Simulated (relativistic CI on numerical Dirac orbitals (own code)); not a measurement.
## Ho61+: sensitivity of the levels to the model

Base calculation: Dirac-Coulomb-Breit CI, orbitals from a KLI potential per configuration, model QED, unscaled Slater integrals.

Configurations in the expansion (outside the closed core 1s2): 2s²2p², 2s2p³, 2p⁴, 2p³3s, 2p³3p, 2p³3d, 2s²2p3s, 2s²2p3p, 2s²2p3d, 2s2p²3s, 2s2p²3p, 2s2p²3d, 2s²2p4s, 2s²2p4p, 2s²2p4d, 2s²2p4f. Levels of other configurations are missing.

Variants: (1) valence Slater integrals scaled by 0.9; (2) non-relativistic limit. Shifts of the energy above 2s²2p² ³P0, in eV, for the lowest level and the first level of each name with at least 55 % of one term (blank where a level changes its place among those of its configuration and J or its character, or is not in the variant):

```csv
Level,Base,Δ(1),Δ(2)
2s²2p² ³P0,0.00,0.00,0.00
2s²2p² ³P1,892.53,+2.66,-892.53
2s²2p² ¹D2,910.52,+0.30,
2s²2p² ³P2,1822.10,+2.16,
2s²2p² ¹S0,1876.90,-2.48,-1800.68
2s2p³ ³D°3,2060.08,+3.47,-1850.24
2s2p³ ³P°0,2113.18,-0.46,-1866.32
2s2p³ ¹D°2,2143.61,-4.41,
2s2p³ ³P°1,2147.10,-4.29,
2p⁴ ³P2,2417.41,+0.27,-1929.65
2p⁴ ¹S0,2475.75,-5.03,
2p⁴ ³P1,3323.15,+2.17,-2835.40
2p⁴ ¹D2,3341.66,-0.28,-2817.53
2p⁴ ³P0,4277.89,-1.29,
```

At this charge energies of transitions that change n are usually good to better than 1 %, and those within a shell (Δn = 0) to a few per cent.

Ionisation energy from the two ground configurations alone: base 14638.2 eV. The NIST ASD value (theoretical) is 14639 eV.

LS names give the leading component of a level, which can be under half, so a name can repeat, a term be missing and a line seem to break the LS rules.
